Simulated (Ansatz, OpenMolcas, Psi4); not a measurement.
**How basis sets differ on CH4BFO (SMILES OCBF)**

CH4BFO has 8 atoms, charge 0, and is taken as a singlet. SMILES: `OCBF`. The shape is that of a PBE0-D4/def2-TZVP optimisation. This is one conformer, not always the lowest.

Quantity: the HOMO–LUMO gap, in eV. The values are calculated.

```csv
level,kind,program,value (eV)
HF/STO-3G,Hartree–Fock,Ansatz,17.35
HF/3-21G,Hartree–Fock,OpenMolcas,15.73
HF/6-31G* (spherical functions),Hartree–Fock,Ansatz,16.20
HF/def2-SVP,Hartree–Fock,Ansatz,15.82
HF/def2-SVP (density fitting),Hartree–Fock,Psi4,15.82
HF/def2-SVPD,Hartree–Fock,OpenMolcas,14.59
```

The values span 14.59 to 17.35 eV. A Hartree–Fock LUMO above zero doesn't converge with the basis: it sinks as sets grow more diffuse. Orbital gaps aren't excitation energies.
